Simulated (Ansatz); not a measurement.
One change: `[OH][InH][ZnH]` becomes `[OH][InH][F]`.

Ansatz, PBE0-D4/def2-TZVP geometries, multiplicity 1. Each molecule was computed in one conformer, which needn't be the lowest.

Elements past krypton have def2 core potentials. Scalar relativity is left out up to krypton.

```csv
property,`[OH][InH][ZnH]`
LUMO energy (PBE0/def2-TZVPP) / eV,-2.11
HOMO–LUMO gap (ωB97M-V/def2-TZVPP) / eV,8.36
HOMO–LUMO gap (PBE0/def2-TZVPP) / eV,4.84
HOMO energy (PBE0/def2-TZVPP) / eV,-6.95
HOMO energy (PBE/def2-TZVPP) / eV,-5.98
HOMO energy (ωB97M-V/def2-TZVPP) / eV,-8.95
```

What does the change do to each property? (An estimate is asked.)

Ansatz gave: 
```tsv
property	`[OH][InH][F]`	shift
LUMO energy (PBE0/def2-TZVPP) / eV	-1.41	0.70
HOMO–LUMO gap (ωB97M-V/def2-TZVPP) / eV	11.38	3.02
HOMO–LUMO gap (PBE0/def2-TZVPP) / eV	7.49	2.65
HOMO energy (PBE0/def2-TZVPP) / eV	-8.90	-1.95
HOMO energy (PBE/def2-TZVPP) / eV	-7.25	-1.27
HOMO energy (ωB97M-V/def2-TZVPP) / eV	-11.33	-2.38
```

With PBE0 the HOMO falls by 1.95 eV and the LUMO rises by 0.70 eV, so the gap widens by about 2.65 eV. PBE moves the HOMO by -1.27 eV and ωB97M-V by -2.38 eV.
